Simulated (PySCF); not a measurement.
**Two-dimensional NMR puzzle**

Compound of formula C7H12BN. Correlations simulated from computed shifts and the bond graph:

HSQC (one-bond C–H):
```csv
δH,δC
2.13,19.3
1.72,4.6
1.72,22.1
1.12,15.4
```

COSY cross peaks (H two or three bonds apart, from the bond graph; peaks can be absent where the dihedral angle is near 90°):
```csv
δH,δH
2.13,1.72
1.72,1.12
```

HMBC (two and three bonds, from the bond graph):
```csv
δH,δC
2.53,"120.1, 97.5, 94.5"
2.13,"120.1, 22.1, 15.4"
1.72,"97.5, 94.5"
1.72,"120.1, 19.3, 15.4"
1.12,"22.1, 19.3"
```

Carbons without hydrogens: δ 120.1, 97.5, 94.5.

PySCF 2.14 calculation with PBE0-D3(BJ)/def2-SVP geometry and σ from GIAO-CAM-B3LYP/pcSseg-1; non-relativistic Hamiltonian, one conformer, gas phase, averaged over atoms made equivalent by symmetry, fast rotation or ring inversion.

Scale: ¹H and ¹³C vs TMS (reference shieldings calculated alike).

Exchangeable hydrogens are left out of these lists.

Problem. Work out the connectivity.

Solution. `C(CC#[N+][BH2-]C#CC)C`.

Numbering as in the mapped SMILES `[CH3:1][C:2]#[C:3][BH2-:4][N+:5]#[C:6][CH2:7][CH2:8][CH3:9]` (H(Xn): hydrogen on atom n).

δC 120.1 is C6, a nitrilium-type carbon. δC 97.5 is C2, an alkyne carbon. δC 94.5 is C3, an alkyne carbon. δC 22.1 is C8, an sp3 CH2 (δH 1.72). δC 19.3 is C7, an sp3 CH2 α to a nitrile (δH 2.13). δC 15.4 is C9, a methyl carbon (δH 1.12). δC 4.6 is C1, a propargylic methyl carbon (δH 1.72). HMBC from δH 2.53 reaches the proton-free carbons C6, C2, C3. HMBC from δH 2.13 reaches the proton-free carbon C6. HMBC from δH 1.72 reaches the proton-free carbons C2, C3. HMBC from δH 1.72 reaches the proton-free carbon C6. COSY links 2.13–1.72, 1.72–1.12.

The data come from this structure; uniqueness wasn't tested.

Hydrogens on boron are broadened and split by ¹¹B (spin 3/2, 80 %) and 10B (spin 3). A carbon bonded to boron is broadened by the quadrupolar boron nucleus and is often missing from a measured spectrum. Shifts are as computed, not scaled to solution data. Of 1309 compounds with measured shifts, 239 miss one by over three times the rms of a fit or turn the order of signals round; such compounds aren't used in these exercises.
